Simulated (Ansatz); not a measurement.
Ansatz (a quantum-chemistry and plane-wave program) job for MnO, SMILES [O]=[Mn] (connectivity only; charge and spin as stated), neutral, multiplicity 6, PBE0-D3(BJ)/def2-TZVPD. 

Ansatz 0.2 input:
```yaml
crystal:
  periodic: [false, false, false]
  atoms:
    - {symbol: Mn, position_ang: [0.00000000, 0.00000000, -0.38939529]}
    - {symbol: O, position_ang: [0.00000000, 0.00000000, 1.21686029]}
basis:
  gaussian:
    orbitals: def2-TZVPD
hamiltonian:
  xc: pbe0
  dispersion: d3bj
magnetization: {spin_polarized: true, initial_magnetization: 5}
relax: {f_tol: 0.002, max_steps: 200}
```

Log of the run:

```
WARN ansatz: RAYON_NUM_THREADS=1 ignored (pool sized by the plan → 1); use --threads N
Functional definition: PBE0
integrals: 0.02 GiB planned
726 factors; their error is unknown
mean field: 0.31 GiB planned
mean field evaluation 1: about -33350.9863 eV, gradient 4.7e1 eV
mean field evaluation 2: about -33250.3777 eV, gradient 1.4e2 eV
mean field evaluation 4: about -33357.4976 eV, gradient 2.3e1 eV
mean field evaluation 8: about -33359.0016 eV, gradient 2.7e-1 eV
mean field evaluation 16: about -33359.1992 eV, gradient 9.0e-4 eV
mean field -33359.19921488 eV, -1225.9279594693 hartree, gradient 4.3e-5 eV, S^2 8.847860; 0 other end points of the search recorded, 0 dependent functions left out
the calculation of the forces begins
reference -33359.19924864 eV, -1225.9279607103 hartree; 19, 14 occupied and 69, 74 virtual orbitals, 726 factors
relax step   1: F+E_penalty+E_count = -33359.21320576 eV  Δ(F+E_penalty+E_count) = +0.000e0 eV  max|allowed force component| = 7.671e-1 eV/Å  Δτ_max = 0.0000 Å  (37 SCF iters, accepted)
these checks for a lower state are left out or cut short: starts, cluster_reference, orbital_swaps, neighbouring_geometries, increment
integrals: 0.02 GiB planned
726 factors; their error is unknown
mean field: 0.31 GiB planned
mean field -33359.20460985 eV, -1225.9281577310 hartree, gradient 2.1e-5 eV, S^2 8.852804; 0 other end points of the search recorded, 0 dependent functions left out
the calculation of the forces begins
reference -33359.20464359 eV, -1225.9281589708 hartree; 19, 14 occupied and 69, 74 virtual orbitals, 726 factors
relax step   2: F+E_penalty+E_count = -33359.21860117 eV  Δ(F+E_penalty+E_count) = -5.395e-3 eV  max|allowed force component| = 4.231e-1 eV/Å  Δτ_max = 0.0045 Å  (43 SCF iters, accepted)
these checks for a lower state are left out or cut short: starts, cluster_reference, orbital_swaps, neighbouring_geometries, increment
integrals: 0.02 GiB planned
726 factors; their error is unknown
mean field: 0.31 GiB planned
mean field evaluation 32: about -33359.2071 eV, gradient 5.3e-5 eV
mean field -33359.20709645 eV, -1225.9282491117 hartree, gradient 2.2e-5 eV, S^2 8.859310; 0 other end points of the search recorded, 0 dependent functions left out
the calculation of the forces begins
reference -33359.20713014 eV, -1225.9282503500 hartree; 19, 14 occupied and 69, 74 virtual orbitals, 726 factors
relax step   3: F+E_penalty+E_count = -33359.22108854 eV  Δ(F+E_penalty+E_count) = -2.487e-3 eV  max|allowed force component| = 1.964e-2 eV/Å  Δτ_max = 0.0057 Å  (43 SCF iters, accepted)
these checks for a lower state are left out or cut short: starts, cluster_reference, orbital_swaps, neighbouring_geometries, increment
integrals: 0.02 GiB planned
726 factors; their error is unknown
mean field: 0.31 GiB planned
mean field -33359.20708083 eV, -1225.9282485379 hartree, gradient 1.1e-5 eV, S^2 8.860309; 0 other end points of the search recorded, 0 dependent functions left out
the calculation of the forces begins
reference -33359.20711452 eV, -1225.9282497759 hartree; 19, 14 occupied and 69, 74 virtual orbitals, 726 factors
relax step   4: F+E_penalty+E_count = -33359.22107306 eV  Δ(F+E_penalty+E_count) = +1.548e-5 eV  max|allowed force component| = 3.789e-2 eV/Å  Δτ_max = 0.0008 Å  (35 SCF iters, rejected (line search))
these checks for a lower state are left out or cut short: starts, cluster_reference, orbital_swaps, neighbouring_geometries, increment
integrals: 0.02 GiB planned
726 factors; their error is unknown
mean field: 0.31 GiB planned
mean field -33359.20710204 eV, -1225.9282493171 hartree, gradient 3.6e-5 eV, S^2 8.859648; 0 other end points of the search recorded, 0 dependent functions left out
the calculation of the forces begins
reference -33359.20713573 eV, -1225.9282505553 hartree; 19, 14 occupied and 69, 74 virtual orbitals, 726 factors
relax step   5: F+E_penalty+E_count = -33359.22109417 eV  Δ(F+E_penalty+E_count) = -5.637e-6 eV  max|allowed force component| = 2.421e-5 eV/Å  Δτ_max = 0.0003 Å  (29 SCF iters, accepted)
integrals: 0.02 GiB planned
726 factors; their error is unknown
mean field: 0.31 GiB planned
mean field evaluation 64: about -33359.2071 eV, gradient 3.3e-3 eV
mean field -33359.20710204 eV, -1225.9282493171 hartree, gradient 3.6e-5 eV, S^2 8.859648; 2 other end points of the search recorded, 0 dependent functions left out
the calculation of the forces begins
reference -33359.20713573 eV, -1225.9282505553 hartree; 19, 14 occupied and 69, 74 virtual orbitals, 726 factors
Total energy: -33359.22112787 eV, -1225.9287647569 hartree
Atom 0 at    -0.000000    -0.000000    -0.399905 Å, force    -0.000000     0.000000    -0.000024 eV/Å
Atom 1 at     0.000000     0.000000     1.227370 Å, force     0.000000    -0.000000     0.000024 eV/Å
Dipole moment:    -0.000000     0.000000    -1.054811 e Å
```

Self-consistency was reached.
